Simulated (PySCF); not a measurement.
**Excitation energy of Cl⁺ by level of theory**

Cl⁺ [Ne] 3s2 3p4 (3P) → Cl⁺ [Ne] 3s1 3p5 (3P), as a difference of total energies. Calculation: PySCF 2.14, in aug-cc-pV(T+d)Z (6s5p4d2f, 55 functions); the non-relativistic Hamiltonian (point nucleus). Correlated levels: valence: [Ne] frozen. The calculations carry no spin-orbit coupling.

```tsv
method	excitation energy (eV)
UHF	14.296
LDA	12.231
PBE	12.294
PBE0	12.826
r2SCAN	12.574
B2PLYP	12.821
M06-2X	12.766
B3LYP	12.698
M06	12.757
```

Problem. Estimate what SCS-MP2 (valence) gives.

Solution. 12.805 eV, closest to B2PLYP among the rows shown.

Problem. Estimate what MP2 (valence) gives.

Solution. 12.968 eV, closest to PBE0 among the rows shown.

Errors of the correlated levels include the incompleteness of this basis and the frozen core.

For comparison: 11.573 eV (measured; NIST levels, between the centres of gravity of the two terms).
